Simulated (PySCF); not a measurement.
Species: C₄H₈SSi₂.
Atom-mapped SMILES: `[SiH3:1][c:2]1[cH:3][cH:4][s:5][c:6]1[SiH3:7]`

Geometry (GFN2-xTB, Å), atoms numbered from 1 in this order:
```xyz
15
C4H8SSi2 angstrom
Si    -0.9675   -1.8089    0.1798
C      0.3496   -0.4818   -0.0003
C      1.7322   -0.7862   -0.1107
C      2.5190    0.3101   -0.2325
S      1.5969    1.7592   -0.2134
C      0.1129    0.8676   -0.0388
Si    -1.4948    1.8290    0.0267
H     -1.5690   -1.7380    1.5149
H     -0.3146   -3.1097    0.0086
H     -1.9970   -1.6319   -0.8472
H      2.1162   -1.7914   -0.1000
H      3.5853    0.3646   -0.3327
H     -1.2370    3.1046    0.6971
H     -1.9580    2.0805   -1.3418
H     -2.4784    1.0402    0.7684
```

Probes without a nucleus sit at each ring's centroid and 1 Å off its mean plane on both sides; NICS is minus the shielding there, NICSzz its component along the normal. Level: GIAO PBE0/pcSseg-1 (PySCF, non-relativistic, gas phase) on the GFN2-xTB geometry, one conformer.

Ring bond lengths (Å), with Mayer bond orders in brackets: C2–C3 1.420 (1.28), C3–C4 1.355 (1.59), C4–S5 1.718 (1.19), S5–C6 1.740 (1.17), C6–C2 1.371 (1.54).

**Question.** What do the NICS probes read (ppm)?

**Answer.** 
```csv
ring,type,NICS(0),"NICS(1), two faces","NICS(1)zz, two faces",rms pucker (Å),"centre to ring atoms, mean (Å)"
C2–C3–C4–S5–C6,5-membered ring with S; formal bonds all aromatic,-12.0,-11.8 / -11.8,-28.2 / -27.9,0.00,1.29
```

**Question.** What do they say, and how far can they be read as aromaticity?

**Answer.** 
- C2–C3–C4–S5–C6: mean NICS(1)zz -28.1 ppm, shielded. For a flat ring without four-coordinate atoms the NICS criterion counts such a value as aromatic.

**Question.** How equal are the bonds by HOMA? Use HOMA with the parameters of Krygowski (1993).

**Answer.** 
- C2–C3–C4–S5–C6: HOMA 0.77; the largest term is that of S5–C6, α(R − Ropt)² = 0.37. The geometric and the magnetic index point the same way.

**Question.** What field does 11.7 T along the ring normal induce along that normal at the second NICS(1) probe listed for ring C2–C3–C4–S5–C6, 1 Å off the ring?

**Answer.** NICSzz × B0 = -27.9 ppm × 11.7 T = -326 μT, against the applied field.

Time: 74 s; peak memory 0.83 GiB. Hardware: an Intel Xeon at 2.50 GHz with one thread, shared host with 64 logical CPUs at a one-minute load of 63. This is the whole shielding run at PBE0/pcSseg-1, SCF included.
